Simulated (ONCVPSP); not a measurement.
Plane-wave convergence, ONCV potential for vanadium

- Element: V
- Generator: ONCVPSP 4.0.1
- Type: optimised norm-conserving Vanderbilt (ONCV)
- Functional: PBEsol
- Relativity: scalar-relativistic
- Frozen core: [Ne] 3s2
- Valence charge: 11
- Reference configuration: 3p6 3d3 4s2
- Partial waves: 4s: rc 3.05 bohr, ncon 4, nbas 7, qcut 2.3 1/bohr, 3 projectors, debl 3.3 Ha; 3p: rc 1.00 bohr, ncon 4, nbas 7, qcut 9.1 1/bohr, 3 projectors, debl 3 Ha; 3d: rc 1.70 bohr, ncon 5, nbas 10, qcut 10.1 1/bohr, 3 projectors, debl 0.5 Ha
- Local potential: polynomial inside 0.70 bohr (lpopt 5, dvloc0 4 Ha)
- Core correction: Teter function, fcfact 2.25, rcfact 1.65

Task: For each optimised wave give the share of its norm inside rc, the residual kinetic energy above qcut (Ha) and the cutoffs (Ha) for errors of 10, 1, 0.1 and 0.01 mHa per electron.

Result:

```json
{"wave": "4s", "norm inside rc": "0.469", "residual KE": "8.6e-04", "10 mHa": "1.3", "1 mHa": "2.7", "0.1 mHa": "10.2", "0.01 mHa": "13.1"}
{"wave": "s projector 2", "norm inside rc": "0.220", "residual KE": "3.0e-01", "10 mHa": "15.0", "1 mHa": "18.7", "0.1 mHa": "21.6", "0.01 mHa": "31.6"}
{"wave": "s projector 3", "norm inside rc": "0.156", "residual KE": "1.4e+00", "10 mHa": "12.5", "1 mHa": "21.2", "0.1 mHa": "25.2", "0.01 mHa": "27.7"}
{"wave": "3p", "norm inside rc": "0.539", "residual KE": "4.6e-04", "10 mHa": "16.7", "1 mHa": "35.3", "0.1 mHa": "112.7", "0.01 mHa": "146.9"}
{"wave": "p projector 2", "norm inside rc": "0.047", "residual KE": "9.9e-05", "10 mHa": "14.4", "1 mHa": "19.9", "0.1 mHa": "41.5", "0.01 mHa": "108.0"}
{"wave": "p projector 3", "norm inside rc": "0.057", "residual KE": "4.7e-04", "10 mHa": "17.6", "1 mHa": "24.1", "0.1 mHa": "116.0", "0.01 mHa": "232.3"}
{"wave": "3d", "norm inside rc": "0.710", "residual KE": "8.9e-07", "10 mHa": "30.6", "1 mHa": "37.2", "0.1 mHa": "42.6", "0.01 mHa": "46.7"}
{"wave": "d projector 2", "norm inside rc": "0.101", "residual KE": "4.4e-07", "10 mHa": "26.3", "1 mHa": "34.4", "0.1 mHa": "40.9", "0.01 mHa": "45.6"}
{"wave": "d projector 3", "norm inside rc": "0.069", "residual KE": "1.0e-06", "10 mHa": "27.1", "1 mHa": "35.5", "0.1 mHa": "42.0", "0.01 mHa": "46.7"}
```

The occupied waves need 37 Ha and 113 Ha for 1 and 0.1 mHa. Note: ghosts flagged at negative energy: s at -27.0 eV; GHOST(+) flagged for s at 250.4 eV. A true bound ghost makes a file unfit for plane-wave use.
